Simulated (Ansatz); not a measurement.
Molecule: MoH, net charge 0, quartet state. The spin state was set by rule; other spins were not relaxed. SMILES: [MoH]
Geometry: optimised at B3LYP-D3(BJ)/def2-TZVP (Ansatz, a program for electronic structure).

Wanted: atomisation energy (electronic, to ground-state atoms), in kcal/mol. Cores are frozen in the correlated levels unless marked. UHF or UKS for open shells. Spin-orbit coupling is left out. Frozen are the shells of the preceding noble gas and the d and f shells that filled before the atom's block. In def2 rows, elements after Kr have scalar-relativistic effective core potentials. The coupled-cluster limit lacks core correlation, which all-electron functionals hold. CBS marks a two-point X^-3 extrapolation of the correlation energy; Hartree-Fock from the larger set. The program attaches cautions to a run behind CCSDT(Q)/def2-SVP: over screen. The program attaches cautions to a run behind CCSD(T)/CBS(def2-TZVPPD,def2-QZVPPD): other amplitudes.

The UHF reference is spin-contaminated (<S^2> 1.03 over the pure value in the largest basis). The T1 diagnostic of CCSD in the largest basis is 0.135, which is high, so the coupled-cluster rows are less sure than usual.

| level | program | atomisation energy (kcal/mol) |
|---|---|---|
| revPBE-D4/def2-TZVPD | Ansatz + dftd4 | ___ |
| CAM-B3LYP-D3(BJ)/def2-TZVPD | Ansatz + dftd3 | 37.8 |
| CAM-B3LYP-D4/def2-TZVPD | Ansatz + dftd4 | 38.1 |
| LC-wPBE/def2-TZVPD | Ansatz | ___ |
| B2GP-PLYP-D4/def2-TZVPD | Ansatz + dftd4 | ___ |
| CCSDT(Q)/def2-SVP | Ansatz | 11.6 |
| CCSD(T)/CBS(def2-TZVPPD,def2-QZVPPD) | Ansatz | 49.7 |

Complete the blanks.


- revPBE-D4/def2-TZVPD, atomisation energy (kcal/mol): 33.3
- LC-wPBE/def2-TZVPD, atomisation energy (kcal/mol): 26.6
- B2GP-PLYP-D4/def2-TZVPD, atomisation energy (kcal/mol): 28.8
